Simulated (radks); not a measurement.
Fractional charge and spin in the 3p shell of scandium: the spin-up occupation runs from 2 to 3 and the spin-down occupation from 2 to 3; the fullest corner is Sc2+, [Ne] 3s2 3d(up 0.5, down 0.5) 3p(up 3, down 3). Method: scalar-relativistic Kohn-Sham, PBE, spin-polarised, spherical densities, point nucleus; computed with a radial shooting solver on a logarithmic mesh with Libxc functionals. Energy (eV) above the fullest corner. The planes named below are the two flat planes that join the four corners, with an edge along up + down = one added electron.

down \ up        2     2.25     2.5    2.75       3
2          132.193  111.707  92.342  74.083  56.914
2.25       111.707   92.434  74.262  57.176  41.157
2.5         92.342   74.262  57.263  41.326  26.433
2.75        74.083   57.176  41.326  26.515  12.722
3           56.914   41.157  26.433  12.722   0.000

Corners above the fullest one (they belong to Sc3+ and the next ion): (up 3, down 2) 56.914 eV, (up 2, down 3) 56.914 eV, (up 2, down 2) 132.19 eV. With half an added electron in each spin the energy lies 0.349 eV from the planes, and with half an added electron in spin up alone -2.212 eV. The planes are only a guide here: the flat-plane condition holds for ground states with one frontier orbital, while this shell lies below other occupied shells, so the corners above the fullest one are inner-hole states and not the ground states of those ions.
